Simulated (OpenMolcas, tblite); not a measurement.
**CH7NSn (SMILES C[NH][SnH3]): methods side by side**

The species is CH7NSn (10 atoms), meant as a singlet with charge 0. As SMILES, `C[NH][SnH3]`. Geometry: relaxed at PBE0-D4/def2-TZVP.

Quantity: the HOMO–LUMO gap, in eV. The values are calculated.

| level | kind | program | value (eV) |
| --- | --- | --- | --- |
| GFN1-xTB | semi-empirical | tblite | 5.34 |
| HF/def2-SVP (core potential) | Hartree–Fock | OpenMolcas | 13.02 |
| SVWN5/def2-SVP (core potential) | LDA | OpenMolcas | 4.32 |
| PBE/def2-SVP (core potential) | GGA | OpenMolcas | 4.47 |
| TPSS/def2-SVP (core potential) | meta-GGA | OpenMolcas | 4.79 |
| B3LYP/def2-SVP (core potential) | global hybrid | OpenMolcas | 6.19 |
| BHLYP/def2-SVP (core potential) | global hybrid | OpenMolcas | 8.77 |
| B2PLYP/def2-SVP (core potential) | double hybrid | OpenMolcas | 9.01 |

The values span 4.32 to 13.02 eV. Orbital gaps aren't excitation energies, and those of double hybrids come from the SCF part alone; they tend to grow with the share of exact exchange.
